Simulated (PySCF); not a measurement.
trichloro(fluoromethyl)silane (CH2Cl3FSi), SMILES FC[Si](Cl)(Cl)Cl.

Geometry: B3LYP-D3(BJ)/def2-SVP. One conformer was computed; it need not be the lowest.

Two levels are set side by side: PBE/def2-TZVP (PySCF) and B3LYP/def2-TZVP (PySCF). Same geometry, gas phase. Differences are taken from unrounded values.

| quantity | PBE |
|---|---|
| orbital gap (eV) | 6.32 |
| highest occupied level (eV) | -7.66 |
| lowest empty level (eV) | -1.34 |
| dipole moment (D) | 1.48 |
| mean polarisability (bohr³) | 73.2 |

Task: These are the PBE values. What does B3LYP give? (The exact figures need the calculation; the answer reports its results.)

Result: 
```
quantity                     B3LYP  PBE minus B3LYP
---------------------------  -----  ---------------
orbital gap (eV)              8.32            -2.00
highest occupied level (eV)  -8.92             1.26
lowest empty level (eV)      -0.60            -0.74
dipole moment (D)             1.56            -0.08
mean polarisability (bohr³)   70.8              2.4
```

Without exact exchange PBE keeps part of each electron's self-repulsion, which lifts occupied levels and narrows the gap. Loosely held outer electrons make PBE densities more polarisable. Differences between two approximate levels are no errors against the true value.

Rough cost on one machine, each run with all the roots and properties that it gave: B3LYP against PBE within a factor of 2.
